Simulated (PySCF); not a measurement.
## Dipole moment and polarisability of `CO[SiH2]C#N`

Compound: C2H5NOSi.
Numbering: `[CH3:1][O:2][SiH2:3][C:4]#[N:5]` (hydrogens: H6, H7, H8 on C1; H9, H10 on Si3)

Structure used (PBE0-D3(BJ)/def2-SVP), in Å, numbered top down from 1:
```
atom  x, y, z in Å
C1    -1.0481   -0.9330    0.1090
O2    -0.2607   -0.0833   -0.6881
Si3    1.0349    0.7813   -0.1515
C4     2.3098   -0.4113    0.5108
N5     3.0700   -1.1855    0.9202
H6    -1.5087   -0.3912    0.9543
H7    -1.8534   -1.3451   -0.5155
H8    -0.4575   -1.7738    0.5131
H9     0.6924    1.6930    0.9756
H10    1.6269    1.4977   -1.3032
```

Level: CAM-B3LYP/def2-SVPD (PySCF), static field, nuclei fixed, core orbitals frozen in the response. The polarisability tensor in these axes (au):

```
x   61.81 -3.09  3.06
y   -3.09 57.18 -4.12
z    3.06 -4.12 49.90
```

Question: Give the principal values, the mean and the anisotropy Δα = √{½[(α1 − α2)² + (α2 − α3)² + (α1 − α3)²]}.

Answer: Principal values 47.86, 56.21 and 64.81 au; mean 56.29 au = 8.34 Å³ = 9.28 × 10⁻⁴⁰ C²·m²/J; Δα = 14.69 au (26 % of the mean).

Question: What is the dipole moment, and where does it point?

Answer: (-2.77, 1.70, -0.23) D, 3.26 D in size, pointing from the negative to the positive side. Measured along this direction, the outermost atoms are N5 at the negative end and H6 and H7 at the positive end.

Question: Sum over states: ᾱ = Σ f/ω², ω in Eh. What share falls to these 10 lowest TDDFT singlets (eV, f)? 6.81, 0.0013; 6.98, 0.0017; 7.29, 0.0032; 7.36, 0.0011; 7.69, 0.0063; 7.84, 0.0055; 8.20, 0.0166; 8.40, 0.0101; 8.52, 0.0582; 8.79, 0.0143.

Answer: They add up to 1.27 au, 2.3 % of the 56.29 au; the largest single term is 0.59 au, from the state at 8.52 eV. Terms in order: 0.02, 0.03, 0.04, 0.02, 0.08, 0.07, 0.18, 0.11, 0.59, 0.14 au. Higher excitations give the rest. The strengths listed sum to 0.118.

Question: Rayleigh depolarisation ratio (linearly polarised light, static tensor)?

Answer: ρ = 3Δα²/(45ᾱ² + 4Δα²) = 647.0/(142608 + 862.7) = 0.00451.

Question: Find the Langevin capture rate constant for NO+ (29.998 u) meeting this molecule (87.014 u), k = 2.342 × 10⁻⁹ cm³/s × √(α in Å³ / reduced mass in u).

Answer: The reduced mass is 22.31 u, so k = 1.43 × 10⁻⁹ cm³/s. The formula leaves out the permanent dipole, which adds to the capture rate.

Isolated species at its PBE0-D3(BJ)/def2-SVP geometry (one conformer only).
